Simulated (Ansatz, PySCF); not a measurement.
The pair A = CH4 (SMILES C) (first 5 atoms), B = CH2O (SMILES C=O); geometry from B3LYP-D3(BJ)/def2-TZVP.
(charge 0, multiplicity 1):
```xyz
9

C     -0.023    -0.003     0.112
H     -0.924    -0.617     0.135
H      0.611    -0.249     0.963
H      0.518    -0.196    -0.813
H     -0.301     1.050     0.152
C     -0.257     0.068     3.786
O      0.847    -0.352     3.581
H     -0.647     0.212     4.812
H     -0.945     0.334     2.961
```

Correlated levels freeze the cores. CBS: X⁻³ extrapolation of the correlation energy, Hartree–Fock from the larger set. MP2 and its Hartree–Fock in aug-cc-pVTZ are density fitted.

Programs: Ansatz (Gaussian basis) for Hartree–Fock, density functionals and correlated methods; PySCF for the dispersion terms. Values without a source in brackets are computed.

The monomers are drawn apart, rigid, along the line of their centres of mass. Counterpoise-corrected interaction energies (kcal/mol):

```json
[
 {"level": "PBE/def2-TZVPPD", "R = 4.642 Å": "-0.2801", "R = 5.694 Å": "-0.0659"},
 {"level": "PBE-D3(BJ)/def2-TZVPPD", "R = 4.642 Å": "-0.5110", "R = 5.694 Å": "-0.1356"},
 {"level": "wB97M-V/def2-TZVPPD", "R = 4.642 Å": "-0.3782", "R = 5.694 Å": "-0.1166"},
 {"level": "MP2/CBS(aug-cc-pVDZ, aug-cc-pVTZ) + ΔCCSD(T)/aug-cc-pVDZ", "R = 4.642 Å": "-0.3895", "R = 5.694 Å": "-0.1130"}
]
```

Task: R is the distance of the centres of mass. Find the local exponent m of E ∝ R⁻ᵐ between the two points.

Result: 
m = ln(E₁/E₂)/ln(R₂/R₁): PBE/def2-TZVPPD 7.1; PBE-D3(BJ)/def2-TZVPPD 6.5; wB97M-V/def2-TZVPPD 5.8; MP2/CBS(aug-cc-pVDZ, aug-cc-pVTZ) + ΔCCSD(T)/aug-cc-pVDZ 6.1. For scale, two fixed dipoles give m = 3, dipole and quadrupole 4, quadrupoles 5, and dispersion or dipole-induced dipole 6 at long range; at these distances several terms mix, and what is left of overlap and damping shifts m, so it need not match one of them.

Ansatz is an electronic-structure program.
